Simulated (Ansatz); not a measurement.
Ansatz (a quantum-chemistry and plane-wave program) input (CCSD(T)/aug-cc-pV(D+d)Z):
A basis named .json is the Basis Set Exchange file of that set.

Ansatz 0.2 input:
```yaml
crystal:
  periodic: [false, false, false]
  atoms:
    - {symbol: C, position_ang: [-2.40009186, 0.05728622, -0.06659164]}
    - {symbol: C, position_ang: [-0.95260980, 0.43390224, -0.06128444]}
    - {symbol: C, position_ang: [0.02922467, -0.44731718, 0.03867013]}
    - {symbol: Cl, position_ang: [1.71324227, -0.00833146, 0.04477456]}
    - {symbol: H, position_ang: [-2.88467872, 0.38879317, -0.98896872]}
    - {symbol: H, position_ang: [-2.92968969, 0.53712876, 0.76092152]}
    - {symbol: H, position_ang: [-2.53611798, -1.02106386, 0.02131960]}
    - {symbol: H, position_ang: [-0.70748350, 1.48728067, -0.14427258]}
    - {symbol: H, position_ang: [-0.12628686, -1.51373158, 0.12506840]}
basis:
  gaussian:
    orbitals: aug-cc-pV_D+d_Z.json
magnetization: {spin_polarized: false}
correlation: {method: ccsd_t, electrons: outside_noble_gas}
output: {forces: true}
```

End of the output:

```
integrals: 0.39 GiB planned
1435 factors; integrals over basis functions are off by at most 8.8e-4 eV
mean field: 0.64 GiB planned
mean field evaluation 1: about -15671.1823 eV, gradient 3.1e1 eV
mean field evaluation 2: about -15671.1980 eV, gradient 3.1e1 eV
mean field evaluation 4: about -15674.0563 eV, gradient 3.5e0 eV
mean field evaluation 8: about -15674.1114 eV, gradient 7.8e-4 eV
mean field evaluation 16: about -15674.0903 eV, gradient 2.9e-1 eV
mean field -15674.11143460 eV, -576.0129709272 hartree, gradient 8.9e-6 eV, S^2 0.000000; 0 other end points of the search recorded, 0 dependent functions left out
8 core orbitals not correlated
reference -15674.11143460 eV, -576.0129709272 hartree; 12, 12 occupied and 126, 126 virtual orbitals, 1435 factors
densities: 2.14 GiB planned
second order -15.70262685 eV of doubles, -0.00000000 eV of singles
coupled cluster: 1.13 GiB planned
cycle   1  -16.47265961 eV  change   -7.7e-1 eV  update   8.6e-2
cycle   2  -16.89926746 eV  change   -4.3e-1 eV  update   2.7e-2
cycle   3  -16.98202760 eV  change   -8.3e-2 eV  update   1.2e-2
cycle   4  -16.98124018 eV  change    7.9e-4 eV  update   3.4e-3
cycle   5  -16.98192221 eV  change   -6.8e-4 eV  update   1.3e-3
cycle   6  -16.98193131 eV  change   -9.1e-6 eV  update   3.4e-4
cycle   7  -16.98189409 eV  change    3.7e-5 eV  update   1.2e-4
cycle   8  -16.98191091 eV  change   -1.7e-5 eV  update   4.5e-5
cycle   9  -16.98190367 eV  change    7.2e-6 eV  update   1.9e-5
cycle  10  -16.98189197 eV  change    1.2e-5 eV  update   7.2e-6
perturbative correction -0.62700112 eV, -0.0230418661 hartree
the calculation of the forces begins
Total energy: -15691.72032769 eV, -576.6600858124 hartree
Atom 0 at    -2.400092     0.057286    -0.066592 Å, force    -0.142613     0.003459    -0.003962 eV/Å
Atom 1 at    -0.952610     0.433902    -0.061284 Å, force    -0.766267     0.854974    -0.092185 eV/Å
Atom 2 at     0.029225    -0.447317     0.038670 Å, force     1.009725    -0.745227     0.089144 eV/Å
Atom 3 at     1.713242    -0.008331     0.044775 Å, force     0.280283     0.098920    -0.001176 eV/Å
Atom 4 at    -2.884679     0.388793    -0.988969 Å, force    -0.178627     0.125692    -0.388665 eV/Å
Atom 5 at    -2.929690     0.537129     0.760922 Å, force    -0.197688     0.188506     0.352351 eV/Å
Atom 6 at    -2.536118    -1.021064     0.021320 Å, force    -0.043486    -0.493434     0.040709 eV/Å
Atom 7 at    -0.707484     1.487281    -0.144273 Å, force     0.119332     0.502350    -0.039514 eV/Å
Atom 8 at    -0.126287    -1.513732     0.125068 Å, force    -0.080660    -0.535239     0.043297 eV/Å
Dipole moment:    -0.403574    -0.035851    -0.007342 e Å
```
